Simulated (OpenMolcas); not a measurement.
**Pd2+ in a ligand field**

Pd2+ with 6 ligands (chloride) in trigonal prismatic coordination (D3h) at 2.62 Å. A charge of +0.667 e stands 2.4 Å behind each ligand. Ligand basis ANO-RCC-VDZP.
```
Pd    0.0000    0.0000    0.0000
Cl    1.9803    0.0000    1.7154
Cl   -0.9902    1.7150    1.7154
Cl   -0.9902   -1.7150    1.7154
Cl    1.9803    0.0000   -1.7154
Cl   -0.9902    1.7150   -1.7154
Cl   -0.9902   -1.7150   -1.7154
```

```
Program             : OpenMolcas
Method              : SS-CASPT2, IPEA 0 Eh, imaginary shift 0.1 Eh (closed shells correlated: 4s 4p and the ligand valence shells)
Basis               : ANO-RCC-VDZP [6s5p3d1f]
Scalar Hamiltonian  : DKH2, point nucleus
Active space        : 8 electrons in 5 orbitals (4d)
State averaging     : 2S+1 = 3 even, 10 roots; 2S+1 = 1 even, 15 roots
Spin-orbit coupling : RASSI with atomic mean-field integrals over the reference wave functions
```

The lowest spin-free states (labels of D3, the rotations of D3h), above the lowest:

```
State  Degeneracy  E (cm-1)
  3A2           1         0
  3A1           1      3050
  3A2           1      3110
   3E           2      3960
   1E           2      6960
   1E           2      8060
  1A1           1      8550
   3E           2     12940
  1A2           1     13390
  1A1           1     14130
   3E           2     15050
   1E           2     18530
  3A2           1     19930
  1A1           1     22920
   1E           2     23300
   1E           2     24370
  1A1           1     37940
```

The lowest levels with spin-orbit coupling:

```json
{"E (cm-1)": "0", "Degeneracy": "1", "Label": "A1", "2S+1": "3", "g": ""}
{"E (cm-1)": "430", "Degeneracy": "2", "Label": "E", "2S+1": "3", "g": "0.00 0.00 3.71"}
{"E (cm-1)": "2030", "Degeneracy": "2", "Label": "E", "2S+1": "3", "g": "0.00 0.00 9.34"}
{"E (cm-1)": "3820", "Degeneracy": "2", "Label": "E", "2S+1": "3", "g": "0.00 0.00 5.26"}
{"E (cm-1)": "4020", "Degeneracy": "1", "Label": "A2", "2S+1": "3", "g": ""}
{"E (cm-1)": "4080", "Degeneracy": "1", "Label": "A1", "2S+1": "3", "g": ""}
{"E (cm-1)": "4970", "Degeneracy": "2", "Label": "E", "2S+1": "3 (86 %)", "g": "0.00 0.00 2.10"}
{"E (cm-1)": "5520", "Degeneracy": "2", "Label": "E", "2S+1": "3 (81 %)", "g": "0.00 0.00 2.39"}
{"E (cm-1)": "5930", "Degeneracy": "1", "Label": "A2", "2S+1": "3", "g": ""}
{"E (cm-1)": "6330", "Degeneracy": "1", "Label": "A1", "2S+1": "3 (85 %)", "g": ""}
{"E (cm-1)": "8800", "Degeneracy": "2", "Label": "E", "2S+1": "1 (66 %)", "g": "0.00 0.00 2.89"}
{"E (cm-1)": "9100", "Degeneracy": "2", "Label": "E", "2S+1": "1 (76 %)", "g": "0.00 0.00 1.81"}
{"E (cm-1)": "9920", "Degeneracy": "1", "Label": "A1", "2S+1": "1 (78 %)", "g": ""}
{"E (cm-1)": "12350", "Degeneracy": "1", "Label": "A2", "2S+1": "3 (82 %)", "g": ""}
{"E (cm-1)": "12470", "Degeneracy": "1", "Label": "A1", "2S+1": "3 (88 %)", "g": ""}
{"E (cm-1)": "14530", "Degeneracy": "2", "Label": "E", "2S+1": "3", "g": "0.00 0.00 3.69"}
{"E (cm-1)": "15240", "Degeneracy": "1", "Label": "A2", "2S+1": "1 (81 %)", "g": ""}
{"E (cm-1)": "15820", "Degeneracy": "2", "Label": "E", "2S+1": "3", "g": "0.00 0.00 5.59"}
{"E (cm-1)": "15860", "Degeneracy": "1", "Label": "A1", "2S+1": "1 (87 %)", "g": ""}
{"E (cm-1)": "16070", "Degeneracy": "2", "Label": "E", "2S+1": "3", "g": "0.00 0.00 0.45"}
```

Electric-dipole absorption from the lowest level at this geometry, strongest bands:

| E (cm-1) | λ (nm) | Label | f |
| --- | --- | --- | --- |
| 2030 | 4910 | E | 1.58e-06 |
| 4020 | 2490 | A2 | 3.50e-04 |
| 5520 | 1810 | E | 1.77e-04 |
| 8800 | 1140 | E | 4.18e-06 |
| 12350 | 810 | A2 | 6.42e-06 |
| 14530 | 688 | E | 1.22e-06 |
| 15240 | 656 | A2 | 2.33e-05 |
| 15820 | 632 | E | 1.86e-04 |
| 24940 | 401 | E | 1.51e-05 |
| 25690 | 389 | E | 3.18e-06 |

Powder χT (cm3 K/mol): 0.0165 at 2 K, 0.0823 at 10 K, 0.411 at 50 K, 0.82 at 100 K, 1.48 at 200 K, 1.83 at 300 K. The effective moment at 300 K is 2.828 √(χT) = 3.83 μB.

The lowest level has 2S+1 = 3, for which the spin-only value is χT = S(S+1) / 2 = 1.000 cm3 K/mol (g = 2). The computed 1.831 at 300 K differs by +0.831, through orbital momentum, spin-orbit coupling and any other state in reach.

Over all roots computed the reference weight is 0.63 to 0.66; a low but even weight reflects the number of correlated electrons. Real 4d8 and 5d8 ions are as a rule square planar and diamagnetic. Ligand-to-metal charge-transfer states are missing. With no ligand orbital active B as a rule stays too high, so bands that hang on it stand too high and its fall with covalency is understated. No measured value stands beside these numbers; the geometry is a model, was not optimised and need not be the one that this ion takes.

With an even number of electrons the g values are those of a degenerate or nearly degenerate non-Kramers pair.
